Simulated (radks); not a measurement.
Results of a calculation; reference values are marked as such.
All-electron atom: Sb XLVI in [He] 2s2 2p2.

Code: a radial shooting solver on a logarithmic mesh with Libxc functionals. Model: Dirac Kohn-Sham, PBE, spin-unpolarised, spherical densities, finite nucleus; open shells are shared between the two j in proportion to 2j + 1; Fermi nuclear charge, rms radius 4.6802 fm.

Energy parts (eV):
| part | energy |
|---|---|
| total | -105309.556 |
| kinetic | 113097.723 |
| electron-nucleus | -223005.747 |
| Hartree | 6147.155 |
| exchange-correlation | -1548.687 |

Orbitals (lengths in bohr, moments of r in powers of bohr; r(max) is where P^2 peaks):
[
 {"orbital": "1s1/2", "occ.": "2", "eigenvalue (eV)": "-34225.50", "r(max)": "0.01832", "<1/r>": "54.45", "<r>": "0.02833", "small-component weight": "3.53e-02"},
 {"orbital": "2s1/2", "occ.": "2", "eigenvalue (eV)": "-7967.496", "r(max)": "0.1009", "<1/r>": "13.30", "<r>": "0.1166", "small-component weight": "8.24e-03"},
 {"orbital": "2p1/2", "occ.": "0.666667", "eigenvalue (eV)": "-7795.788", "r(max)": "0.07691", "<1/r>": "13.22", "<r>": "0.09757", "small-component weight": "8.18e-03"},
 {"orbital": "2p3/2", "occ.": "1.33333", "eigenvalue (eV)": "-7510.854", "r(max)": "0.08120", "<1/r>": "12.29", "<r>": "0.1025", "small-component weight": "7.86e-03"},
 {"orbital": "3s1/2", "occ.": "0", "eigenvalue (eV)": "-3383.832", "r(max)": "0.2616", "<1/r>": "5.646", "<r>": "0.2721", "small-component weight": "3.44e-03"},
 {"orbital": "3p1/2", "occ.": "0", "eigenvalue (eV)": "-3327.128", "r(max)": "0.2430", "<1/r>": "5.607", "<r>": "0.2549", "small-component weight": "3.41e-03"},
 {"orbital": "3p3/2", "occ.": "0", "eigenvalue (eV)": "-3246.774", "r(max)": "0.2503", "<1/r>": "5.344", "<r>": "0.2619", "small-component weight": "3.32e-03"},
 {"orbital": "3d3/2", "occ.": "0", "eigenvalue (eV)": "-3186.240", "r(max)": "0.1901", "<1/r>": "5.279", "<r>": "0.2225", "small-component weight": "3.24e-03"},
 {"orbital": "3d5/2", "occ.": "0", "eigenvalue (eV)": "-3164.089", "r(max)": "0.1922", "<1/r>": "5.206", "<r>": "0.2249", "small-component weight": "3.22e-03"}
]

The highest occupied level is 2p3/2 at -7510.9 eV. Summed over all electrons, <r^2> = 0.05883 bohr^2, which gives a Langevin (diamagnetic) susceptibility term of -0.0466 x 10^-6 cm^3/mol.
